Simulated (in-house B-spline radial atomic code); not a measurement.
Configurations of Kr, with energies counted from [Ar] 3d10 4s2 4p6. Method: non-relativistic M06-2X, spin-polarised, spherical fractional occupations, point nucleus. Calculated with an all-electron radial atomic-structure program (B-spline basis). Caution: exact exchange at fractional occupations of open shells leaves self-interaction of up to several eV. Shells without spins written out take the highest spin.

Occupations are held fixed; configurations that lie above the ionisation limit could autoionise.

```
        configuration  E - E(ref) (eV)  highest orbital  its <r> (bohr)
[Ar] 3d10 4s2 4p5 5s1           12.157            5s up           5.327
[Ar] 3d10 4s1 4p6 5p1            26.36            5p up            7.92
```

**Question.** Order these further configurations by energy, lowest first.
A. [Ar] 3d10 4s(1 up, 0 down) 4p6 5s(0 up, 1 down)
B. [Ar] 3d10 4s1 4p6 5s1
C. [Ar] 3d(4 up, 5 down) 4s2 4p6 5s(1 up, 0 down)

**Answer.** B (24.599 eV), A (24.749 eV), C (100.79 eV).
